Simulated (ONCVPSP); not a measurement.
## Before and after: ONCV potential for magnesium

magnesium (Mg), optimised norm-conserving Vanderbilt (ONCV), made with ONCVPSP 4.0.1 (PBE, scalar-relativistic). Core [Ne], reference 3s2. Waves: 3s: rc 1.80 bohr, ncon 3, nbas 6, qcut 4.4 1/bohr, 2 projectors, debl 1 Ha; p scattering state at 0.38 Ha: rc 1.80 bohr, ncon 3, nbas 7, qcut 5.3 1/bohr, local. Local part: the p channel. Core correction: Teter function, fcfact 1.5, rcfact 1.65.

All-electron outer shells of the reference configuration (PBE, scalar-relativistic, ld1.x):

```csv
shell,level (eV),outermost node (bohr),outermost maximum (bohr)
2p,-46.61,–,0.48
3s,-4.70,0.90,2.56
```

Change: functional PBEsol.

Cutoffs: the cutoffs (Ha) at which the residual kinetic energy of the hardest occupied pseudo-wave falls to 1 and 0.1 mHa per electron; they do not see the model core or the augmentation charge, which bear on the density cutoff. Errors are all-electron minus pseudo energies relative to the spin-unpolarised reference configuration.

**Question.** Predict the effect on cutoff, ghosts and configuration errors.

**Answer.** The potential gets neither clearly harder nor softer (5.0 Ha and 34 Ha → 4.7 Ha and 34 Ha); both files keep a bound ghost (s); of the 4 tests that both files solve, the error grows in 2 and shrinks in 2 by more than 15 % and 0.3 meV (median size 16.5 → 17.6 meV).

| quantity | base | changed |
| --- | --- | --- |
| cutoff, loose | 5.0 Ha | 4.7 Ha |
| cutoff, tight | 34 Ha | 34 Ha |
| bound ghosts | s | s |
| GHOST(+) flags under 300 eV | none | none |
| error for 3s1, meV [ΔE 7.96 → 7.92 eV] | -11 | -18 |
| error for 3s1.5, meV [ΔE 3.14 → 3.13 eV] | -2.4 | -3.0 |
| error for 3s1 3p1, meV [ΔE 3.49 → 3.47 eV] | +22 | +17 |
| error for 3s0 3p2, meV [ΔE 7.18 → 7.13 eV] | +55 | +27 |
| s: phases at 1.83 bohr within 0.05 rad from the reference energy up to (Ha; the scan ends near 5) | 4.2 | 4.3 |
| p: phases at 1.83 bohr within 0.05 rad from the reference energy up to (Ha; the scan ends near 5) | 1.4 | 1.4 |
| rms error of d²Exc/dni dnj with the model core, mHa | 0.31 | 1.52 |

Base: The cutoffs count occupied waves only; projector 2 of the s channel, the hardest unoccupied one, needs 20 Ha at the loose tolerance. Changed file: The cutoffs count occupied waves only; projector 2 of the s channel, the hardest unoccupied one, needs 21 Ha at the loose tolerance. A true bound ghost makes a file unfit for plane-wave use even where its test errors are small: the radial tests pick states by their node count and pass the ghost by.
